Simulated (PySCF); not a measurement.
**Fine-structure interval along the 5-electron series**

Calculated with PySCF 2.14 and a two-component X2C-1e Hamiltonian (Gaussian nucleus, no Breit or QED terms), each ion in its own even-tempered basis scaled to its charge; GMP2 freezes nothing and drops the highest virtual spinors. Values in cm⁻¹.

```csv
ion,configuration,GHF (screened spin-orbit),GMP2 (screened spin-orbit),GHF (bare spin-orbit)
S¹¹⁺,[He] 2s2 2p1,14719,13857,16729
Ar¹³⁺,[He] 2s2 2p1,24725,23811,27746
```

Task: Fill in the row of Cl¹²⁺.

Result: configuration: [He] 2s2 2p1; GHF (screened spin-orbit): 19217; GMP2 (screened spin-orbit): 18334; GHF (bare spin-orbit): 21699.
